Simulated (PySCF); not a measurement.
Al(Cl)(H)(Ph), SMILES [Cl][AlH][c]1ccccc1 (C6H6AlCl) (PBE0/def2-SVP optimised geometry):

```
14

Al    -2.428    -0.025     0.000
Cl    -3.421    -1.890     0.000
H     -3.307     1.289     0.000
C     -0.489    -0.025     0.000
C      0.261    -1.217    -0.002
C      1.654    -1.191    -0.002
C      2.328     0.030     0.001
C      1.608     1.225     0.003
C      0.214     1.194     0.003
H     -0.255    -2.182    -0.004
H      2.219    -2.127    -0.003
H      3.421     0.051     0.001
H      2.136     2.182     0.005
H     -0.333     2.143     0.004
```

Method: PBE0/def2-TZVP in PySCF.

What are the frontier orbital energies and the dipole moment?

HOMO-2 -8.20 eV, HOMO-1 -7.61 eV, HOMO -7.51 eV, LUMO -1.64 eV, LUMO+1 -0.50 eV; dipole moment 2.22 D.

Meta-Löwdin charges at PBE0/def2-TZVP: Al1 0.70, Cl2 -0.34, H3 -0.14, C4 -0.28, C5 -0.10, C6 -0.12, C7 -0.11, C8 -0.12, C9 -0.10, H10 0.12, H11 0.12, H12 0.12, H13 0.12, H14 0.12.
